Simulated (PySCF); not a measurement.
## Computed properties of ClGaH3N, SMILES [NH2][GaH][Cl]

ClGaH3N, SMILES [NH2][GaH][Cl]. Geometry optimised at PBE0-D3(BJ)/def2-TZVP. One conformer was computed; it need not be the lowest. All values are computed for the isolated molecule unless a solvent is named; none is compared with measurement here.

**Structure.** The optimised structure has Cs symmetry. All 12 harmonic modes at PBE0-D3(BJ)/def2-TZVP (PySCF) are real, so it is a minimum. With heavy atoms numbered as in [GaH:1]([Cl:3])[NH2:4], the shortest bond between them is Ga1–N4 at 1.800 Å and the longest Ga1–Cl3 at 2.148 Å.

**Vibrations.** The strongest infrared lines (harmonic, unscaled, degenerate partners summed) lie at 214 cm⁻¹ (204 km/mol, H 77 %, N 22 %), 2057 cm⁻¹ (102 km/mol, H 99 %), 760 cm⁻¹ (78 km/mol, H 74 %, N 23 %). The softest mode is at 157 cm⁻¹ and the zero-point energy is 21.0 kcal/mol.

**Electronic structure.** PBE0/def2-TZVPD (PySCF) places the frontier levels at -7.79 and -0.80 eV, a gap of 6.99 eV, and gives a dipole moment of 2.55 D and a mean polarisability of 52.1 bohr³.

**Excitations.** TDDFT-ωB97X/def2-SVPD (PySCF) has S1 at 6.63 eV (187 nm, f = 0.093, bright); the most intense of the 10 singlets computed lies at 6.63 eV (f = 0.09). T1 (TDA) is at 5.63 eV. No vertical singlet excitation falls in the visible range (under 3.1 eV).

**NMR.** GIAO shifts at HF/pcSseg-2 (PySCF) (non-relativistic, atoms alike by connectivity averaged): ¹H from 1.8 to 5.1 ppm against TMS. Without spin–orbit terms, shifts of atoms bonded to Cl or Br come out too high.
